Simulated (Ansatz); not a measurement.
Cu2Br⁺. The state is a singlet with charge 1. Geometry PBE0-D4/def2-TZVP; atoms count from 1.

```xyz
3

Cu    0.898   -0.980    1.330
Cu   -1.455    0.269   -1.161
Br    0.557    0.710   -0.170
```

The structure comes from a short search, and lower isomers may exist.

Question: Estimate the Mulliken populations from the PBE0/def2-TZVP orbitals of Ansatz.

Answer: 
| atom | charge (e) | d electrons |
| --- | --- | --- |
| Cu1 | 0.57 | 9.95 |
| Cu2 | 0.57 | 9.95 |
| Br3 | -0.15 | – |
Mulliken values and Mayer orders depend strongly on the basis.

Question: And the Mayer bond orders between bonded heavy atoms (over 0.3)?

Answer: Cu1–Br3 0.78 (2.29 Å); Cu2–Br3 0.78 (2.29 Å).
